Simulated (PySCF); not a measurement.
CHO (SMILES [CH]=O), doublet, geometry from GFN2-xTB; PBE/aug-cc-pVDZ in PySCF.

PySCF was given this input:
```python
from pyscf import gto, scf, dft

mol = gto.Mole()
mol.atom = '''
    C     0.050778    0.585589    0.011343
    O     0.065822   -0.594113   -0.013409
    H    -0.831242    1.239366    0.039217
'''
mol.basis = 'aug-cc-pvdz'
mol.charge = 0
mol.spin = 1
mol.verbose = 4
mol.build()

mf = dft.UKS(mol)
mf.xc = 'pbe'
mf.level_shift = 0.1
mf.max_cycle = 100
mf.kernel()
mf.analyze()
```

It wrote (shortened):

```
PySCF version 2.14.0

[INPUT] verbose = 4
[INPUT] num. atoms = 3
[INPUT] num. electrons = 15
[INPUT] charge = 0
[INPUT] spin (= nelec alpha-beta = 2S) = 1
[INPUT] symmetry False subgroup None
[INPUT] Mole.unit = angstrom
[INPUT] Symbol           X                Y                Z      unit          X                Y                Z       unit  Magmom
[INPUT]  1 C      0.050778000000   0.585589000000   0.011343000000 AA    0.095956513153   1.106602831558   0.021435163431 Bohr   0.0
[INPUT]  2 O      0.065822000000  -0.594113000000  -0.013409000000 AA    0.124385552971  -1.122710857044  -0.025339337604 Bohr   0.0
[INPUT]  3 H     -0.831242000000   1.239366000000   0.039217000000 AA   -1.570819723236   2.342062308098   0.074109389427 Bohr   0.0

nuclear repulsion = 26.4891422692548
number of shells = 21
number of NR pGTOs = 81
number of NR cGTOs = 55
basis = aug-cc-pvdz
ecp = {}

******** <class 'pyscf.dft.uks.UKS'> ********
method = UKS
initial guess = minao
damping factor = 0
level_shift factor = 0.1
DIIS = <class 'pyscf.scf.diis.CDIIS'>
diis_start_cycle = 1
diis_space = 8
diis_damp = 0
SCF conv_tol = 1e-09
SCF conv_tol_grad = None
SCF max_cycles = 100
direct_scf = True
direct_scf_tol = 1e-13
number electrons alpha = 8  beta = 7
XC library pyscf.dft.libxc version 7.1.2
    S. Lehtola, C. Steigemann, M. J. T. Oliveira, and M. A. L. Marques,  SoftwareX 7, 1–5 (2018)
XC functionals = pbe
    J. P. Perdew, K. Burke, and M. Ernzerhof,  Phys. Rev. Lett. 77, 3865 (1996)
    J. P. Perdew, K. Burke, and M. Ernzerhof,  Phys. Rev. Lett. 78, 1396 (1997)
    J. P. Perdew, K. Burke, and M. Ernzerhof,  Phys. Rev. Lett. 77, 3865 (1996)
    J. P. Perdew, K. Burke, and M. Ernzerhof,  Phys. Rev. Lett. 78, 1396 (1997)
radial grids:
    Treutler-Ahlrichs [JCP 102, 346 (1995); DOI:10.1063/1.469408] (M4) radial grids

becke partition: Becke, JCP 88, 2547 (1988); DOI:10.1063/1.454033
pruning grids: <function nwchem_prune>
grids dens level: 3
symmetrized grids: False
atomic radii adjust function: <function treutler_atomic_radii_adjust>
small_rho_cutoff = 0
Set gradient conv threshold to 3.16228e-05
tot grids = 38008
init E= -113.918530566678

cycle= 1 E= -113.657651352541  delta_E= 0.261  |g|= 0.457  |ddm|= 1.48
cycle= 2 E= -113.138391012264  delta_E= 0.519  |g|= 1.23  |ddm|= 0.967
cycle= 3 E= -113.720357756008  delta_E= -0.582  |g|= 0.228  |ddm|= 0.572
cycle= 4 E= -113.743199193138  delta_E= -0.0228  |g|= 0.0302  |ddm|= 0.13
cycle= 5 E= -113.743710454833  delta_E= -0.000511  |g|= 0.00799  |ddm|= 0.028
cycle= 6 E= -113.743737821967  delta_E= -2.74e-05  |g|= 0.00409  |ddm|= 0.00948
cycle= 7 E= -113.7437445286  delta_E= -6.71e-06  |g|= 0.0012  |ddm|= 0.00366
cycle= 8 E= -113.7437452556  delta_E= -7.27e-07  |g|= 0.000151  |ddm|= 0.00135
cycle= 9 E= -113.743745290382  delta_E= -3.48e-08  |g|= 5.05e-05  |ddm|= 0.000446
cycle= 10 E= -113.743745295054  delta_E= -4.67e-09  |g|= 1.47e-05  |ddm|= 0.000162
cycle= 11 E= -113.743745295759  delta_E= -7.04e-10  |g|= 5.51e-06  |ddm|= 6.36e-05
Extra cycle  E= -113.743745295824  delta_E= -6.57e-11  |g|= 8.72e-06  |ddm|= 2.79e-05
converged SCF energy = -113.743745295824  <S^2> = 0.75210988  2S+1 = 2.0021088
**** SCF Summaries ****
Total Energy =                        -113.743745295824340
Nuclear Repulsion Energy =              26.489142269254813
One-electron Energy =                 -206.904832061464163
Two-electron Energy =                   66.671944496385009
Two-electron Coulomb Energy =           80.815333341983433
DFT Exchange-Correlation Energy =      -14.143388845598427
**** MO energy ****
                             alpha | beta                alpha | beta
MO #1   energy= -18.8435428443036  | -18.8364634404436  occ= 1 | 1
MO #2   energy= -10.003261951357   | -9.9949374036432   occ= 1 | 1
MO #3   energy= -1.03017998994163  | -1.01786710606452  occ= 1 | 1
MO #4   energy= -0.568160849373017 | -0.547057597325181 occ= 1 | 1
MO #5   energy= -0.452629655167605 | -0.436168617617873 occ= 1 | 1
MO #6   energy= -0.400850702322074 | -0.393027150881846 occ= 1 | 1
MO #7   energy= -0.391159533064691 | -0.354887091826829 occ= 1 | 1
MO #8   energy= -0.176555393470602 | -0.114239269430077 occ= 1 | 0
MO #9   energy= -0.100785565106884 | -0.0842888305060669 occ= 0 | 0
MO #10  energy= -0.0140006592250908 | -0.00126468838922955 occ= 0 | 0
MO #11  energy= 0.0251609824894459 | 0.0315150138729128 occ= 0 | 0
MO #12  energy= 0.0403304878648827 | 0.0574685438178898 occ= 0 | 0
MO #13  energy= 0.0489388076408459 | 0.0604461534072264 occ= 0 | 0
MO #14  energy= 0.0974991057729944 | 0.10961921637319   occ= 0 | 0
MO #15  energy= 0.129874906839588  | 0.135184651618101  occ= 0 | 0
MO #16  energy= 0.143266895884     | 0.159559775818867  occ= 0 | 0

To work with the spin densities directly, `use mulliken_meta_spin()` only printing them here.

 ** Mulliken spin pop alpha/beta on meta-lowdin orthogonal AOs **
 ** Mulliken Spin Density (per AO)  **
spin_pop of  0 C 1s       -0.00000
spin_pop of  0 C 2s        0.15099
spin_pop of  0 C 3s        0.00862
spin_pop of  0 C 4s        0.00009
spin_pop of  0 C 2px       0.36009
spin_pop of  0 C 2py       0.07378
spin_pop of  0 C 2pz       0.01549
spin_pop of  0 C 3px       0.00413
spin_pop of  0 C 3py       0.00061
spin_pop of  0 C 3pz       0.00006
spin_pop of  0 C 4px       0.00205
spin_pop of  0 C 4py       0.00002
spin_pop of  0 C 4pz       0.00000
spin_pop of  0 C 3dxy      0.00160
spin_pop of  0 C 3dyz     -0.00037
spin_pop of  0 C 3dz^2     0.00014
spin_pop of  0 C 3dxz     -0.00020
spin_pop of  0 C 3dx2-y2   -0.00027
spin_pop of  0 C 4dxy      0.00197
spin_pop of  0 C 4dyz      0.00005
spin_pop of  0 C 4dz^2     0.00004
spin_pop of  0 C 4dxz     -0.00000
spin_pop of  0 C 4dx2-y2   -0.00000
spin_pop of  1 O 1s       -0.00000
spin_pop of  1 O 2s        0.00337
spin_pop of  1 O 3s        0.00119
spin_pop of  1 O 4s        0.00152
spin_pop of  1 O 2px       0.27156
spin_pop of  1 O 2py       0.00300
spin_pop of  1 O 2pz      -0.01508
spin_pop of  1 O 3px       0.00226
spin_pop of  1 O 3py       0.00031
spin_pop of  1 O 3pz       0.00021
spin_pop of  1 O 4px       0.00044
spin_pop of  1 O 4py       0.00068
spin_pop of  1 O 4pz      -0.00001
spin_pop of  1 O 3dxy     -0.00030
spin_pop of  1 O 3dyz     -0.00011
spin_pop of  1 O 3dz^2     0.00006
spin_pop of  1 O 3dxz     -0.00000
spin_pop of  1 O 3dx2-y2    0.00024
spin_pop of  1 O 4dxy      0.00007
spin_pop of  1 O 4dyz     -0.00000
spin_pop of  1 O 4dz^2     0.00010
spin_pop of  1 O 4dxz     -0.00000
spin_pop of  1 O 4dx2-y2    0.00014
spin_pop of  2 H 1s        0.10628
spin_pop of  2 H 2s        0.00096
spin_pop of  2 H 3s        0.00057
spin_pop of  2 H 2px       0.00074
spin_pop of  2 H 2py       0.00021
spin_pop of  2 H 2pz       0.00000
spin_pop of  2 H 3px       0.00227
spin_pop of  2 H 3py       0.00042
spin_pop of  2 H 3pz       0.00002
 ** Mulliken Spin Density (per atom)  **
spin density of  0 C =      0.61890
spin density of  1 O =      0.26963
spin density of  2 H =      0.11147
 ** Mulliken pop alpha/beta on meta-lowdin orthogonal AOs **
 ** Mulliken pop       alpha | beta **
In total             8.00000 | 7.00000
 ** Mulliken atomic charges   ( Nelec_alpha | Nelec_beta ) **
charge of  0C =      0.09799  (     3.26046      2.64156 )
charge of  1O =     -0.21154  (     4.24059      3.97095 )
charge of  2H =      0.11355  (     0.49896      0.38749 )
Dipole moment(X, Y, Z, Debye): -0.98194,  1.21487,  0.04115
```
